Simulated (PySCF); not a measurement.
Molecule: C3H6Si, SMILES C#C[SiH2]C. Atoms near the plane z = 0.0 Å, at the PBE/def2-SVP optimised geometry (x, y, z in Å): C1 (1.9, -0.8, 0.0), C2 (0.7, -0.8, 0.0), Si3 (-1.2, -0.8, 0.0), C4 (-1.9, 1.0, 0.0), H5 (3.0, -0.8, 0.0), H8 (-1.5, 1.5, 0.9), H9 (-1.5, 1.5, -0.9), H10 (-3.0, 1.0, 0.0).

Level of theory: PBE/def2-TZVP in PySCF. Cells within 0.4 Å of a nucleus heavier than hydrogen are left out (blank, or x). The values are rescaled to run from 0 to 1.

```
|0000000000000000000000000000000|
|0000000000000000000000000000000|
|0000000000000000000000000000000|
|0000000000000000000000000000000|
|0000000000000000000000000000000|
|0000000000000000000000000000000|
|0000000000000000000000000000000|
|0000000000100000000000000000000|
|0000111112221000000000000000000|
|0003665334543100000000000000000|
|0028999755664200000000000000000|
|005999997x265200000111000000000|
|006999997xx45200012332100000000|
|005999997xx76300134554221000000|
|0028999778998413556765555530000|
|0002454468963357777876789985000|
|0000000245022079637852899998200|
|00000001213xx189xxx8xx799999300|
|00000001211xx089xx38xx799999300|
|0000000123000078757875799997100|
|0000000124421257777876667862000|
|0000000012332123556665433210000|
|0000000001111001234543210000000|
|0000000000000000012221100000000|
|0000000000000000000000000000000|
|0000000000000000000000000000000|
|0000000000000000000000000000000|
|0000000000000000000000000000000|
|0000000000000000000000000000000|
|0000000000000000000000000000000|
|0000000000000000000000000000000|
```
Scale: ten equal steps from 0.000 (start of '0') to 1.00 (end of '9'), in the order '0123456789'; x runs from -5.00 to 5.00, y from -5.00 (bottom) to 5.00 (top).

Which quantity is mapped?
A. log10 of the electron density
B. deformation density (molecule minus spherical neutral atoms)
C. electron localisation function
D. Laplacian of the electron density

C, electron localisation function
